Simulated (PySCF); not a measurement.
PySCF input (M06-2X/6-311+G**):

```python
from pyscf import gto, dft

mol = gto.M(
    atom='''
    Be    0.00000000    0.00000000    0.00000000
    F    -0.00000000   -0.00000000   -1.38116800
    F     0.00000000    0.00000000    1.38116800
    ''',
    basis='6-311+g**',
    charge=0,
    spin=0,
    verbose=4,
)

mf = dft.RKS(mol, xc='m062x')
mf.grids.level = 4
mf.conv_tol = 1e-9
mf.max_cycle = 100
mf.max_memory = 1500
mf.kernel()
if not mf.converged:
    mf = mf.newton()
    mf.kernel(mf.make_rdm1())
mf.dip_moment()
```

Output:

```
PySCF version 2.14.0

[INPUT] verbose = 4
[INPUT] num. atoms = 3
[INPUT] num. electrons = 22
[INPUT] charge = 0
[INPUT] spin (= nelec alpha-beta = 2S) = 0
[INPUT] symmetry False subgroup None
[INPUT] Mole.unit = angstrom
[INPUT] Symbol           X                Y                Z      unit          X                Y                Z       unit  Magmom
[INPUT]  1 Be     0.000000000000   0.000000000000   0.000000000000 AA    0.000000000000   0.000000000000   0.000000000000 Bohr   0.0
[INPUT]  2 F      0.000000000000   0.000000000000  -1.381168000000 AA    0.000000000000   0.000000000000  -2.610029252013 Bohr   0.0
[INPUT]  3 F      0.000000000000   0.000000000000   1.381168000000 AA    0.000000000000   0.000000000000   2.610029252013 Bohr   0.0

nuclear repulsion = 43.1029651921417
number of shells = 30
number of NR pGTOs = 105
number of NR cGTOs = 66
basis = 6-311+g**
ecp = {}

******** <class 'pyscf.dft.rks.RKS'> ********
method = RKS
initial guess = minao
damping factor = 0
level_shift factor = 0
DIIS = <class 'pyscf.scf.diis.CDIIS'>
diis_start_cycle = 1
diis_space = 8
diis_damp = 0
SCF conv_tol = 1e-09
SCF conv_tol_grad = None
SCF max_cycles = 100
direct_scf = True
direct_scf_tol = 1e-13
XC library pyscf.dft.libxc version 7.1.2
    S. Lehtola, C. Steigemann, M. J. T. Oliveira, and M. A. L. Marques,  SoftwareX 7, 1–5 (2018)
XC functionals = m062x
    Y. Zhao and D. G. Truhlar,  Theor. Chem. Acc. 120, 215 (2008)
    Y. Zhao and D. G. Truhlar,  Theor. Chem. Acc. 120, 215 (2008)
radial grids:
    Treutler-Ahlrichs [JCP 102, 346 (1995); DOI:10.1063/1.469408] (M4) radial grids

becke partition: Becke, JCP 88, 2547 (1988); DOI:10.1063/1.454033
pruning grids: <function nwchem_prune>
grids dens level: 4
symmetrized grids: False
atomic radii adjust function: <function treutler_atomic_radii_adjust>
small_rho_cutoff = 0
Set gradient conv threshold to 3.16228e-05
Initial guess from minao.
tot grids = 85552
init E= -214.531395030319
  HOMO = -0.603630588694576  LUMO = -0.0919453042987257  gap/eV = 13.92367
cycle= 1 E= -214.510659953498  delta_E= 0.0207  |g|=  0.7  |ddm|= 1.54
  HOMO = -0.397755681292817  LUMO = -0.0208112221285504  gap/eV = 10.25718
cycle= 2 E= -214.473272355712  delta_E= 0.0374  |g|= 0.933  |ddm|= 0.88
  HOMO = -0.51271042650801  LUMO = -0.0239539438767764  gap/eV = 13.29974
cycle= 3 E= -214.595217993506  delta_E= -0.122  |g|= 0.0224  |ddm|= 0.505
  HOMO = -0.51271996593839  LUMO = -0.0234140525474693  gap/eV = 13.31469
cycle= 4 E= -214.595327728886  delta_E= -0.00011  |g|= 0.00487  |ddm|= 0.0425
  HOMO = -0.513134512348642  LUMO = -0.0235366110428146  gap/eV = 13.32264
cycle= 5 E= -214.595336702502  delta_E= -8.97e-06  |g|= 0.00097  |ddm|= 0.00691
  HOMO = -0.513031685506715  LUMO = -0.0235213455189225  gap/eV = 13.32025
cycle= 6 E= -214.595337226209  delta_E= -5.24e-07  |g|= 0.000144  |ddm|= 0.00292
  HOMO = -0.513045958637453  LUMO = -0.0235341601519927  gap/eV = 13.32029
cycle= 7 E= -214.595337237545  delta_E= -1.13e-08  |g|= 1.88e-05  |ddm|= 0.000276
  HOMO = -0.51304487893653  LUMO = -0.0235327481861525  gap/eV = 13.32030
cycle= 8 E= -214.595337237653  delta_E= -1.08e-10  |g|= 1.78e-06  |ddm|= 2.45e-05
  HOMO = -0.513044738510625  LUMO = -0.0235327975431403  gap/eV = 13.32030
Extra cycle  E= -214.595337237654  delta_E= -1.02e-12  |g|= 1.04e-06  |ddm|= 6.48e-06
converged SCF energy = -214.595337237654
Dipole moment(X, Y, Z, Debye):  0.00000,  0.00000,  0.00000
```

The geometry given is a B3LYP-D3(BJ)/def2-TZVP minimum.
